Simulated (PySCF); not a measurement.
CH4F2OSn. Atoms are numbered in the order given.

```xyz
9

Sn     0.3956     0.2789     0.0000
F      0.7896    -0.8653    -1.5113
F      0.7896    -0.8653     1.5113
O     -1.5393     0.6151     0.0000
C     -2.4667    -0.4601     0.0000
H      1.3318     1.6942     0.0000
H     -2.3663    -1.0990     0.8961
H     -3.4795    -0.0259     0.0000
H     -2.3663    -1.0990    -0.8961
```
Charge 0, spin multiplicity 1.

Geometry: B3LYP-D3(BJ)/def2-SVP. The structure was generated by enumeration; whether it is a known compound was not checked. The def2 effective core potentials stand for the cores of Sn; spin–orbit coupling is left out. One conformer was computed; it need not be the lowest.

All values below come from IEF-PCM-PBE0/def2-SVP (PySCF 2.14.0).

The values are the electrostatic part of the solvation free energy, E(continuum) − E(gas) at the gas-phase geometry, in a cavity of scaled van der Waals radii (PySCF's table); cavitation and dispersion terms are not included. A continuum can't describe solvent molecules that bind to the metal. In vacuum the orbital gap is 6.69 eV. The dipole moment in vacuum is 2.01 D.

```tsv
solvent	ε	ΔG(elec) (kcal/mol)	dipole (D)	gap (eV)
water	78.36	-7.2	2.46	6.77
1-octanol	9.86	-6.2	2.40	6.75
chlorobenzene	5.70	-5.5	2.35	6.74
```
